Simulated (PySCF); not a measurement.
# Excitation energy of Cr by level of theory

Cr [Ar] 3d5 4s1 (7S) → Cr [Ar] 3d4 4s2 (5D), as a difference of total energies. Calculation: PySCF 2.14, in x2c-TZVPPall (6s5p4d2f1g, 64 functions); the spin-free X2C one-electron Hamiltonian (Gaussian nucleus). Correlated levels: valence: [Ar] frozen. The calculations carry no spin-orbit coupling.

Task: Order these methods by the excitation energy they give, lowest first.
A. MP2 (valence)
B. UHF
C. CCSD (valence)
D. SCS-MP2 (valence)

Result: D (0.131 eV), C (0.791 eV), B (0.864 eV), A (1.049 eV).

Errors of the correlated levels include the incompleteness of this basis and the frozen core.

For comparison: 1.003 eV (measured; NIST levels, between the centres of gravity of the two terms).
